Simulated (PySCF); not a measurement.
# Dipole response of Xe⁺ (xenon, charge +1)

[Kr] 4d10 5s2 5p5, 2P determinant. Calculation: PySCF 2.14, in aug-cc-pwCVTZ-DK3 (10s9p7d4f1g, 109 functions); scalar relativity by spin-free X2C-1e. Coupled (time-dependent) response in atomic units; α is the mean over directions.

```tsv
method	mean α (bohr³)	α xx, yy, zz	C₆ (like pair)	S(−4)
CAM-B3LYP	18.07	17.41, 18.40, 18.40	157.4	53.01
```

S(−4) is the Cauchy moment in α(ω) = α(0) + S(−4) ω² + …

Spin-orbit coupling is absent.

α(iu) at CAM-B3LYP:

```tsv
u (hartree)	α(iu) (bohr³)
0	18.07
0.0500	17.94
0.100	17.56
0.200	16.21
0.300	14.42
0.500	10.82
0.750	7.511
1.00	5.423
1.50	3.232
2.00	2.198
3.00	1.263
5.00	0.6044
```

A single London oscillator, α(iu) = α/(1 + u²/ω²), gives C₆ = (3/4) ω α². Matching the computed C₆ needs ω = 4 × 157.4 / (3 × 18.07²) = 0.643 hartree.

For an ion, C₆ is the dispersion term alone; charge-induced terms of lower order in 1/R come first.

The components differ because the open shell of this determinant is not spherical; for a pure term their mean is the scalar polarisability.
